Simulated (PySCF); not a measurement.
**Selenium: a sound run and one with changed settings**

Sound run: Se [Ar] 3d10 4s2 4p4, Se⁺ [Ar] 3d10 4s2 4p3. Calculation: PySCF 2.14, in cc-pVDZ-PP with ECP10MDF; scalar relativity through the core potential. The sound run starts from symmetry-adapted Hartree-Fock orbitals and uses a fine grid where one is needed.

Changed run: basis STO-3G, all-electron and non-relativistic. This setting is unsound on purpose.

| species | method | sound run (hartree) | changed run (hartree) | converged |
| --- | --- | --- | --- | --- |
| Se | UHF | -371.84469 | -2373.52734 | yes |
| Se | B3LYP | -373.16925 | -2374.78023 | yes |
| Se | MN15 | -373.52431 | -2372.32488 | yes |
| Se⁺ | UHF | -371.53218 | -2373.29984 | yes |
| Se⁺ | B3LYP | -372.81179 | -2374.49929 | yes |
| Se⁺ | MN15 | -373.18178 | -2372.05993 | yes |

Ionisation energy of Se:

| method | sound run (eV) | changed run (eV) |
| --- | --- | --- |
| UHF | 8.504 | 6.191 |
| B3LYP | 9.727 | 7.645 |
| MN15 | 9.321 | 7.210 |

A minimal basis cannot let orbitals breathe on ionisation and holds almost no correlation. The Hamiltonian changed with the basis, so the totals do not compare.

For comparison, NIST gives 9.752 eV between the lowest levels.
